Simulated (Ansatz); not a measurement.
`C[CH2][GeH3]` → GeH₄ + `C=C` at 600 K and 1 bar (β-hydride elimination).

Computed with Ansatz on PBE0-D4/def2-TZVP structures; ΔE is electronic, products minus reactants. CCSD(T)/CBS is the MP2 limit (def2-TZVPP, def2-QZVPP) plus CCSD(T) − MP2 in def2-TZVPP, frozen cores. This one scheme is used for every species. For Ge outer-core shells are correlated without core-valence functions, which leaves a few kJ/mol of doubt a bond. Scalar relativity is left out up to krypton.

| species | CCSD(T)/CBS energy (Eh) | H − E (kJ/mol) | S (J/(mol·K)) |
| --- | --- | --- | --- |
| `C[CH2][GeH3]` | -2157.02491 | 285.2 | 392.4 |
| GeH₄ | -2078.49493 | 105.8 | 256.4 |
| `C=C` | -78.48111 | 161.6 | 257.2 |

H − E and S are ideal-gas, rigid-rotor, harmonic terms from PBE0-D4/def2-TZVP. 1 Eh = 2625.50 kJ/mol, R = 8.31446 J/(mol·K).

Q: By hand: ΔE, ΔH, ΔS and ΔG.

A: ΔE = (-2078.49493) + (-78.48111) − (-2157.02491) = 0.04887 Eh = 128.3 kJ/mol. Δ(H − E) = 105.8 + 161.6 − 285.2 = -17.8, so ΔH = 110.5 kJ/mol. ΔS = 256.4 + 257.2 − 392.4 = 121.2 J/(mol·K). ΔG = 110.5 − 600 × (121.2)/1000 = 37.8 kJ/mol.

Q: By hand: the equilibrium constant, and the temperature at which ΔG would vanish if ΔH and ΔS stayed fixed.

A: log₁₀ K = −ΔG/(RT ln 10) = -3.3. ΔG = 0 at ΔH/ΔS = 912 K.

The number of gas molecules changes by +1, which sets the sign of ΔS. A doubt of 5 kJ/mol in ΔE shifts log₁₀ K by 0.4 here. These are equilibria of isolated gas molecules and say nothing of rates. Largest T1 diagnostic: 0.012 (customary marks: 0.02 for closed shells, 0.045 for open ones).
